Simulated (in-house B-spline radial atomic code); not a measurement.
Successive ionisation energies of tin; each step leads to the configuration of the next row (after the last: [Ne] 3s2). Dirac energy differences include first-order Breit, QED and recoil terms. NIST's values go from ground level to ground level; the uncertainty of those that are theory runs from under 0.1 % in few-electron ions to several per cent in heavy many-electron ones. Computed with an all-electron radial atomic-structure program (B-spline basis): Dirac-Hartree-Fock, jj configuration that fills j = l - 1/2 first, finite nuclei.

A number in brackets counts the electrons of a j subshell.

| ion | configuration | ionisation energy (eV) | tabulated value (eV) | tabulated kind | computed minus tabulated (eV) | highest orbital | largest mean radius (bohr) |
| --- | --- | --- | --- | --- | --- | --- | --- |
| Sn23+ | [Ar] 3d3/2(4) 3d5/2(5) | 1199.2 | 1195 | tabulated theory | 4.2 | 3d5/2 | 0.33041 |
| Sn24+ | [Ar] 3d3/2(4) 3d5/2(4) | 1272.4 | 1269 | tabulated theory | 3.4 | 3d5/2 | 0.32795 |
| Sn25+ | [Ar] 3d3/2(4) 3d5/2(3) | 1347.2 | 1347 | tabulated theory | 0.2 | 3d5/2 | 0.3255 |
| Sn26+ | [Ar] 3d3/2(4) 3d5/2(2) | 1423.6 | 1421 | tabulated theory | 2.6 | 3d5/2 | 0.32306 |
| Sn27+ | [Ar] 3d3/2(4) 3d5/2(1) | 1501.5 | 1508 | tabulated theory | -6.5 | 3d5/2 | 0.32064 |
| Sn28+ | [Ar] 3d3/2(4) | 1595.1 | 1596 | tabulated theory | -0.9 | 3d3/2 | 0.31823 |
| Sn29+ | [Ar] 3d3/2(3) | 1676.5 | 1676 | tabulated theory | 0.5 | 3d3/2 | 0.31581 |
| Sn30+ | [Ar] 3d3/2(2) | 1759.4 | 1763 | tabulated theory | -3.6 | 3d3/2 | 0.3134 |
| Sn31+ | [Ar] 3d3/2(1) | 1843.9 | 1844 | tabulated theory | -0.1 | 3d3/2 | 0.31102 |
| Sn32+ | [Ne] 3s2 3p6 | 2074.8 | 2074 | semi-empirical | 0.8 | 3p3/2 | 0.30866 |
| Sn33+ | [Ne] 3s2 3p1/2(2) 3p3/2(3) | 2151.1 | 2142.1 | semi-empirical | 9.0 | 3p3/2 | 0.30685 |
| Sn34+ | [Ne] 3s2 3p1/2(2) 3p3/2(2) | 2228.2 | 2227 | semi-empirical | 1.2 | 3p3/2 | 0.30507 |
| Sn35+ | [Ne] 3s2 3p1/2(2) 3p3/2(1) | 2306.3 | 2326 | semi-empirical | -19.7 | 3p3/2 | 0.3033 |
| Sn36+ | [Ne] 3s2 3p1/2(2) | 2437.6 | 2443 | semi-empirical | -5.4 | 3p1/2 | 0.30155 |
| Sn37+ | [Ne] 3s2 3p1/2(1) | 2522.4 | 2499 | semi-empirical | 23.4 | 3p1/2 | 0.29978 |

How far is this level of theory from the measured and semi-empirical values?

Over those 6 rows the differences run from -19.7 to +23.4 eV (mean absolute value 9.9 eV). The calculation leaves out correlation and, in open shells, the multiplet splittings that an average leaves out.
